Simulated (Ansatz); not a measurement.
`C[C]([GeH3])=[Se]` + H–F → `[F][GeH3]` + `CC=[Se]` at 400 K and 1 bar (ligand exchange at a Ge–C bond).

Isolated molecules relaxed with PBE0-D4/def2-TZVP in Ansatz; ΔE leaves out vibrations. CBS: MP2 limit from def2 TZ/QZ plus the TZ coupled-cluster correction, frozen cores. This one scheme is used for every species. For Ge, Se outer-core shells are correlated without core-valence functions, which leaves a few kJ/mol of doubt a bond. Scalar relativity is left out up to krypton.

| species | CCSD(T)/CBS energy (Eh) | H − E (kJ/mol) | S (J/(mol·K)) |
| --- | --- | --- | --- |
| `C[C]([GeH3])=[Se]` | -4556.49424 | 206.2 | 392.2 |
| H–F | -100.39570 | 36.5 | 182.2 |
| `[F][GeH3]` | -2177.72589 | 83.9 | 268.6 |
| `CC=[Se]` | -2479.18597 | 159.0 | 303.6 |

H − E and S are ideal-gas, rigid-rotor, harmonic terms from PBE0-D4/def2-TZVP. 1 Eh = 2625.50 kJ/mol, R = 8.31446 J/(mol·K).

Problem. By hand: ΔE, ΔH, ΔS and ΔG.

Solution. ΔE = (-2177.72589) + (-2479.18597) − (-4556.49424) − (-100.39570) = -0.02192 Eh = -57.6 kJ/mol. Δ(H − E) = 83.9 + 159.0 − 206.2 − 36.5 = 0.2, so ΔH = -57.4 kJ/mol. ΔS = 268.6 + 303.6 − 392.2 − 182.2 = -2.2 J/(mol·K). ΔG = -57.4 − 400 × (-2.2)/1000 = -56.5 kJ/mol.

Problem. By hand: the equilibrium constant, and the temperature at which ΔG would vanish if ΔH and ΔS stayed fixed.

Solution. log₁₀ K = −ΔG/(RT ln 10) = 7.4. ΔG = 0 at ΔH/ΔS = 26091 K, far beyond where these terms or the molecules hold.

The number of gas molecules stays the same, so ΔS is small and ΔH decides. A doubt of 5 kJ/mol in ΔE shifts log₁₀ K by 0.7 here. Modes under 60 cm⁻¹, often nearly free rotors, make the harmonic entropy too high. These are equilibria of isolated gas molecules and say nothing of rates. Largest T1 diagnostic: 0.016 (customary marks: 0.02 for closed shells, 0.045 for open ones).
